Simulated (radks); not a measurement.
Species: S+. Configuration: [Ne] 3s2 3p3. Calculated with a radial shooting solver on a logarithmic mesh with Libxc functionals: scalar-relativistic Kohn-Sham, exchange-only B88, spin-polarised, spherical densities, point nucleus; open shells are filled with parallel spins first.

Local quantities along the radius. ELF = 1/(1 + alpha^2) is the electron localisation function; alpha = (tau - tau_W)/tau_unif compares the Pauli kinetic energy density with that of the uniform gas (summed over spins); -r V(r) is the screened charge that the Kohn-Sham potential of spin up presents (atomic units). tau is taken from the large components.

r (bohr)	ELF	alpha	-r V(r)
0.003528	1.000	0.01033	15.88
0.004009	1.000	0.01047	15.86
0.004521	1.000	0.01064	15.83
0.005097	1.000	0.01086	15.81
0.005747	1.000	0.01112	15.78
0.006531	1.000	0.01147	15.74
0.007364	1.000	0.01185	15.70
0.008303	1.000	0.01231	15.66
0.009362	1.000	0.01287	15.61
0.01064	1.000	0.01358	15.55
0.012	1.000	0.01439	15.48
0.01353	1.000	0.01537	15.41
0.01537	1.000	0.01665	15.33
0.01733	1.000	0.01814	15.24
0.01954	1.000	0.01998	15.14
0.02204	1.000	0.02230	15.02
0.02504	0.999	0.02546	14.89
0.02824	0.999	0.02933	14.74
0.03184	0.999	0.03440	14.59
0.0359	0.998	0.04120	14.41
0.0408	0.997	0.05121	14.20
0.046	0.996	0.06447	13.99
0.05186	0.993	0.08348	13.76
0.05848	0.988	0.1114	13.51
0.06646	0.976	0.1571	13.21
0.07494	0.952	0.2242	12.91
0.08449	0.902	0.3295	12.59
0.09603	0.795	0.5085	12.22
0.1083	0.630	0.7663	11.85
0.1221	0.443	1.122	11.46
0.1376	0.302	1.522	11.03
0.1564	0.232	1.821	10.56
0.1764	0.235	1.805	10.09
0.1989	0.303	1.518	9.624
0.2242	0.433	1.144	9.150
0.2548	0.600	0.8164	8.628
0.2873	0.727	0.6133	8.120
0.324	0.806	0.4911	7.601
0.3682	0.849	0.4214	7.049
0.4151	0.864	0.3971	6.543
0.4681	0.856	0.4103	6.054
0.5278	0.815	0.4763	5.589
0.5998	0.694	0.6636	5.117
0.6763	0.460	1.084	4.699
0.7625	0.214	1.917	4.303
0.8597	0.110	2.840	3.921
0.9771	0.126	2.634	3.562
1.102	0.288	1.571	3.346
1.242	0.602	0.8131	3.131
1.401	0.811	0.4830	2.885
1.592	0.883	0.3636	2.619
1.795	0.895	0.3427	2.387
2.024	0.881	0.3673	2.176
2.3	0.841	0.4354	1.979
2.593	0.768	0.5498	1.818
2.924	0.644	0.7427	1.679
3.297	0.465	1.074	1.560
3.747	0.252	1.721	1.455
4.224	0.106	2.901	1.376
4.763	0.034	5.325	1.313
5.37	0.009	10.76	1.259
6.104	0.002	25.74	1.211
6.882	0.000	66.47	1.172

On this mesh the ELF has minima near r = 0.16, 0.86 bohr, which separate the shells, and maxima near 0.42 (0.86), 1.8 (0.89).
